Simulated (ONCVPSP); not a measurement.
## Reading a pseudo-wave (S (Z = 16))

Columns: radius, all-electron u(r) and pseudo u(r) of the 3p shell (level -22.32 eV) of sulfur in the configuration [Ne] 3s2 3p2.5; LDA (Perdew-Wang 92), scalar-relativistic, ONCV scheme, ONCVPSP 4.0.1.

| r (bohr) | all-electron | pseudo |
| --- | --- | --- |
| 0.078 | -0.1334 | 0.0057 |
| 0.155 | -0.2951 | 0.0226 |
| 0.232 | -0.3718 | 0.0513 |
| 0.310 | -0.3624 | 0.0909 |
| 0.388 | -0.2905 | 0.1382 |
| 0.465 | -0.1828 | 0.1897 |
| 0.542 | -0.0574 | 0.2452 |
| 0.620 | 0.0743 | 0.3058 |
| 0.698 | 0.2018 | 0.3693 |
| 0.775 | 0.3181 | 0.4311 |
| 0.852 | 0.4221 | 0.4886 |
| 0.930 | 0.5134 | 0.5427 |
| 1.008 | 0.5901 | 0.5970 |
| 1.085 | 0.6522 | 0.6524 |
| 1.162 | 0.7011 | 0.7013 |
| 1.240 | 0.7386 | 0.7387 |
| 1.318 | 0.7649 | 0.7650 |
| 1.395 | 0.7811 | 0.7812 |
| 1.472 | 0.7889 | 0.7890 |
| 1.550 | 0.7894 | 0.7895 |
| 1.628 | 0.7835 | 0.7835 |
| 1.705 | 0.7724 | 0.7725 |
| 1.782 | 0.7570 | 0.7571 |
| 1.860 | 0.7379 | 0.7379 |
| 1.938 | 0.7159 | 0.7159 |
| 2.015 | 0.6920 | 0.6920 |

How many radial nodes do the two functions have?

The all-electron 3p function has n − l − 1 = 1; the pseudo-wave has 0, since the states of the same l below it are removed with the core.

At about which radius was the pseudo-wave matched?

1.10 bohr, where the columns begin to agree (steps of 0.08 bohr).

Is the pseudo-wave norm-conserving?

Yes: the ONCV scheme keeps the norm inside the radius equal to the all-electron one, which fixes the energy derivative of the logarithmic derivative at the level.
